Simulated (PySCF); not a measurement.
Gas-phase equilibrium of 1 mol N2O, 33 mol N2 at 1800 K and 0.133 bar, among 8 species (O2, N2, O, NO, O3, N, N2O, NO2). Only gases are allowed; each row takes one source of thermochemistry for all species, and Cantera finds the minimum.

Computed with PySCF and rigid-rotor harmonic-oscillator thermochemistry at 1 bar. 'Table' is the NASA 1993 thermochemical table (part measured, part estimated). † marks an energy on the PBE0/def2-TZVP geometry and frequencies; other levels use their own. MP2 freezes the core. 6-31G* has spherical d functions here. Open shells (unrestricted) among the columns below: O2 (multiplicity 3), O (multiplicity 3, electronic degeneracy 9), NO (multiplicity 2, electronic degeneracy 4), NO2 (multiplicity 2); the rest are closed-shell singlets. Spin-orbit splitting is ignored; it lowers the true energy and changes the entropy of O, NO. B3LYP is the form with VWN-RPA correlation. MP2 isn't extrapolated to the basis-set limit. The harmonic model lacks anharmonicity and excited electronic states, which grow with temperature; levels with a mode under 35 cm⁻¹ are left out.

Molecules larger than those listed are left out. Table species left out: NO3.

Mole fractions:

```
thermochemistry     x N2   x O2     x NO     x O   x NO2
------------------  ----  -----  -------  ------  ------
table               0.98  0.014   0.0012  3.9e-5  2.8e-7
B3LYP/6-31G*        0.98  0.014   0.0015  2.5e-5  4.6e-7
B3LYP/def2-TZVP†    0.98  0.014   0.0014  2.8e-5  3.9e-7
MP2/def2-SVP†       0.99  0.014  0.00057  4.9e-5  2.8e-7
PBE/def2-SVP        0.98  0.014   0.0016  8.2e-7  1.4e-5
PBE/def2-TZVP†      0.98  0.014   0.0014  1.7e-6  6.5e-6
ωB97M-V/def2-TZVP†  0.98  0.014   0.0012  3.0e-5  1.7e-7
```
The most sensitive of these is NO2: it spans a factor of 10^1.9 over these rows; at this temperature one factor of ten is RT ln 10 = 34 kJ/mol.
